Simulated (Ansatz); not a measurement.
Geometry optimisation, Ansatz, RKS PBE/def2-SVP.

Input file:

```yaml
crystal:
  periodic: [false, false, false]
  atoms:
    - { symbol: Sn, position_ang: [0.0, 0.0, 0.0] }
    - { symbol: H, position_ang: [1.0458, 0.0, 1.6339] }
    - { symbol: C, position_ang: [2.2453, 0.0, 0.694] }
    - { symbol: H, position_ang: [2.5929, -1.0463, 0.5658] }
    - { symbol: H, position_ang: [2.2938, 0.5276, -0.2814] }
    - { symbol: H, position_ang: [2.8972, 0.5187, 1.4274] }
    - { symbol: Cl, position_ang: [-1.1351, 1.9666, -0.8025] }
    - { symbol: Cl, position_ang: [-1.1351, -1.9666, -0.8025] }
basis:
  gaussian: { orbitals: def2-SVP }
hamiltonian:
  xc: pbe
relax:
  f_tol: 0.15
  max_steps: 25
  restrain:
    - { distance: [1, 2], at: 1.11, k: 30.0 }
    - { distance: [0, 1], at: 2.94, k: 30.0 }
    - { distance: [0, 2], at: 3.35, k: 30.0 }
output:
  orbitals: {}
```

Command:

```bash
$ ansatz run input.yaml --threads 2 --pin off --max-ram 3072MiB --backend cpu --events-out ev --progress --plain --runs-dir out
```

Task: Where does it end, and by what steps?

Result: The run converged. The restraints hold the end off the free minimum; the threshold counts their pulls, which the force column leaves out. Restrained pairs: H2–C3 (1.52 → 1.11 Å), Sn1–H2 (1.94 → 2.94 Å), Sn1–C3 (2.35 → 3.35 Å). After 13 steps the energy has fallen by 4.258 eV (the restraints' own energy left out); Sn1 moved furthest, 1.14 Å.

```csv
step,energy less start (eV),largest force component (eV/Å),accepted
0,0.0000,4.754,yes
1,-1.0254,3.650,yes
2,-1.4385,4.071,yes
3,-2.1954,3.169,yes
4,-3.4473,1.196,yes
5,-3.8669,0.375,yes
6,-4.0456,0.601,yes
7,-4.1420,0.412,yes
8,-4.1884,0.370,yes
9,-4.2146,0.176,yes
10,-4.2362,0.243,yes
11,-4.2450,0.367,yes
12,-4.2545,0.165,yes
13,-4.2580,0.039,yes
```

```xyz
8
Properties=species:S:1:pos:R:3
Sn -1.057 -0.040 0.435
H 1.592 0.098 1.707
C 2.269 0.044 0.829
H 2.168 -0.939 0.333
H 2.025 0.851 0.112
H 3.307 0.174 1.190
Cl -0.789 1.758 -1.160
Cl -0.710 -1.947 -1.011
```

The run took 14 s on 2 threads of Intel(R) Xeon(R) 6975P-C (Granite Rapids) (shared host), peak memory 0.15 GiB.
